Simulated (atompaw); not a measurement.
**He: PAW (atompaw) pseudisation with PBEsol, scalar-relativistic reference atom.**

helium, PAW, made with atompaw 4.2.0.5 (PBEsol, scalar-relativistic). Core none, reference 1s2. Waves: 1s (bound): rc 0.90 bohr; 1s channel at 3.3 Ry: rc 0.90 bohr; 2p channel at -0.05 Ry: rc 0.75 bohr; 2p channel at 0.3 Ry: rc 0.75 bohr. Local part: ultrasoft scheme with l = 2 at 0.5 Ry, radius 0.80 bohr. Core correction: none. Augmentation charge: besselshape compensation charge, radius 0.80 bohr; PAW radius 0.90 bohr; waves and projectors: custom polynom gramschmidtortho.

Poles of the logarithmic derivatives, all-electron (AE) and pseudo (PS). s: poles at 3.7 (AE) and 3.7 (PS) Ry. p: poles at no energy (AE) and no energy (PS) Ry. Test radius 0.90 bohr.

* Cutoffs needed: 45 Ry and 60 Ry (the cutoffs (Ry, on a coarse ladder) from which the occupation-weighted sum of valence levels, in a spherical-Bessel basis at the reference potential, stays within 10 and 1 mRy of its value at 400 Ry)
* Ghost test: no extra level below or beside the all-electron valence levels (s, p, d, f tested) (spherical-Bessel basis up to 400 Ry, 20 bohr box)
* Lowest eigenvalue of the overlap operator: 0.97 (s channel)
* Overlap eigenvalues printed by atompaw (projector basis): 0.00555, 4.54, 7.19, 119
* Share of each valence orbital outside the PAW sphere: 1s 44 %
